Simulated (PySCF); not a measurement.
Electron correlation in In(2+) (indium, charge +2)

[Kr] 4d9 5s1 5p1, one real determinant (an excited configuration). All numbers are calculated (PySCF 2.14, scalar relativity by spin-free X2C-1e, in x2c-TZVPPall (8s6p4d2f, 60 functions)). Frozen: [Ar] 3d10; 19 electrons correlated.

```csv
level,correlation energy (mhartree)
CCSD,-259.57
(T),-4.79
CCSD(T),-264.36
```

Diagnostics: T1 = 0.0076, D1 = 0.0248, largest double amplitude 0.067.

**Question.** Is a single reference adequate?

**Answer.** Yes, within this model without spin-orbit coupling: T1 lies below 0.03 and no double amplitude reaches 0.07.

The reference is one real determinant that mixes LS terms of this configuration.

This basis was not built for core-valence correlation, so the inner-shell part is incomplete.
